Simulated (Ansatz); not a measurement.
## Strength of the Ga–Se bond: GaH(CH3)(SeH) → GaH(CH3) + HSe

Gas-phase species: GaH(CH3)(SeH), singlet; GaH(CH3), doublet; HSe, doublet. 

Shapes, held fixed at every level: PBE0-D4/def2-TZVP. Flexible molecules stand in one conformer, not always the lowest. Programs: Ansatz 0.2.0. The zero-point and thermal change to 298 K, harmonic and unscaled (PBE0-D4/def2-TZVP), is -9.8 kJ/mol.

| level | kind | ΔH(298 K) (kJ/mol) | less CCSD(T)/def2-SVP |
| --- | --- | --- | --- |
| MP2/def2-TZVPP | perturbation theory | +365.0 | +33.9 |
| HF/def2-SVP | Hartree–Fock | +247.6 | -83.5 |
| HF/def2-TZVPP | Hartree–Fock | +244.6 | -86.5 |
| PBE0-D4/def2-TZVPP | global hybrid | +346.9 | +15.8 |
| r2SCAN0-D4/def2-TZVPP | global hybrid | +340.6 | +9.5 |
| wB97X-V/def2-TZVPP | range-separated hybrid | +351.5 | +20.4 |
| CCSD(T)/def2-SVP | coupled cluster or CI | +331.1 | 0.0 |

The highest level, CCSD(T)/def2-SVP, gives ΔH(298 K) = +331.1 kJ/mol; the levels span +244.6 to +365.0. The column of differences is taken from that level and isn't an error. Hartree–Fock misses the correlation of the pair that is broken and comes out low. No measured value is set beside it here. Open shells run unrestricted. Relativity is left out for Ga, Se. Outer-core shells of Ga, Se are correlated, in sets that cover them unevenly. The spin-orbit lowering of such a linear radical, about 10 kJ/mol on Se or Br and more on Te or I, is left out. CCSD(T)/def2-SVP lies outside the range of the other correlated levels here, so it shouldn't be taken on trust.
